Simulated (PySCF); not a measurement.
**Spin states of TlI**

Unrestricted PBE0; PySCF, scalar-relativistic core potentials, basis sets Tl cc-pVDZ-PP with ECP60, I cc-pVDZ-PP with ECP28. Outer shells of the fragments: Tl 5d10 6s2 6p1; I 4d10 5s2 5p5.

Followed along the bond (rough minima from three points):

```tsv
2Ms+1	unpaired	⟨S²⟩ at the start	R at minimum (Å)	Te (eV)
1	none	0.00	2.87	0.00
3	σ ↑, π ↑	2.01	3.06	3.47
```

Solutions found at the starting distance of 2.740 Å, counted from the lowest of them; the search is not exhaustive and high or unbound solutions are not listed, so other states can lie among these:

```json
{"2Ms+1": "1", "unpaired": "none", "term": "¹Σ⁺", "E (eV)": "0.00", "⟨S²⟩": "0.00", "⟨Lz²⟩": "0.00", "μ (D)": "-3.74"}
{"2Ms+1": "3", "unpaired": "σ ↑, π ↑", "term": "³Π", "E (eV)": "3.53", "⟨S²⟩": "2.01", "⟨Lz²⟩": "1.00", "μ (D)": "-0.42"}
{"2Ms+1": "1", "unpaired": "σ ↑, π ↓", "term": "mixed", "E (eV)": "3.75", "⟨S²⟩": "1.01", "⟨Lz²⟩": "1.00", "μ (D)": "-0.11"}
{"2Ms+1": "3", "unpaired": "π ↑↑", "term": "mixed", "E (eV)": "4.28", "⟨S²⟩": "2.00", "⟨Lz²⟩": "2.01", "μ (D)": "2.87"}
{"2Ms+1": "3", "unpaired": "π ↑↑", "term": "mixed", "E (eV)": "4.42", "⟨S²⟩": "2.00", "⟨Lz²⟩": "2.01", "μ (D)": "2.88"}
{"2Ms+1": "3", "unpaired": "σ ↑↑", "term": "³Σ⁺", "E (eV)": "5.12", "⟨S²⟩": "2.00", "⟨Lz²⟩": "0.00", "μ (D)": "0.62"}
{"2Ms+1": "3", "unpaired": "σ ↑, π ↑", "term": "³Π", "E (eV)": "5.94", "⟨S²⟩": "2.00", "⟨Lz²⟩": "1.01", "μ (D)": "3.59"}
```

A term symbol is given only where ⟨S²⟩ and ⟨Lz²⟩ are close to those of a pure state; real π, δ and φ orbitals otherwise mix terms. A positive dipole means Tl(−)I(+).

Compare the gap between the two lowest followed solutions at the starting distance with the gap between their minima.

At PBE0 the second solution (triplet, unpaired electrons σ ↑, π ↑) lies +3.53 eV from the first (singlet, closed shell) at 2.740 Å and +3.47 eV at the minima; the two curves relax by different amounts, since their minima lie near 3.06 and 2.87 Å.

These are scalar-relativistic numbers at best; spin–orbit coupling would shift them, the dissociation energy most. Counting both spins, an empty level lies below a filled one in some of these solutions, because spin and occupation are held.
